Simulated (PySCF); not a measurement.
## One molecule, many inputs

Molecule: `C#CC1=C(F)OC(=O)C1`, C₆H₃FO₂; geometry GFN2-xTB.

Geometry:
```tsv
atom	x (Å)	y (Å)	z (Å)
C1	-2.908	-0.286	-0.099
C2	-1.731	-0.060	-0.013
C3	-0.351	0.166	0.078
C4	0.289	1.305	0.372
F5	-0.195	2.500	0.651
O6	1.649	1.214	0.385
C7	1.992	-0.076	0.075
O8	3.122	-0.443	0.011
C9	0.716	-0.867	-0.152
H10	-3.938	-0.466	-0.171
H11	0.699	-1.281	-1.162
H12	0.657	-1.707	0.544
```

All runs: PySCF, non-relativistic, gas phase unless a solvent (IEF-PCM) is named; grid level 2, GIAOs and SCF threshold 1e-9 unless changed. The yardstick, PBE0/pcSseg-1, gives these isotropic shieldings σ (ppm, equivalent atoms averaged): C4 13.3, C7 15.1, C1 93.4, C9 144.2, O6 48.0, H11/H12 28.23, H10 28.81.

Q: What do these inputs give? (1) PBE0/pcSseg-1; conv 1e-08; guess huckel; (2) WP04/Sadlej pVTZ; conv 1e-11; level_shift 0.1

A: 
```tsv
run	outcome	functions	wall time	C4	C7	C1	C9	O6	H11/H12	H10
1	converged	168	34 s	13.3	15.1	93.4	144.2	48.0	28.23	28.81
2	converged	243	86 s	16.3	19.5	106.0	150.3	58.5	28.73	28.57
```

Times are on 1 thread of an Intel Xeon, shared host.

Q: Comment on the technical settings.

A: 
- Run 1: The starting guess changes the path of the SCF (16 cycles), not the solution, provided the same state is reached.
- Run 2: The functional and orbital basis differ from the yardstick's, which in itself moves the values. The level shift changes the path of the SCF (14 cycles), not the solution, provided the same state is reached.
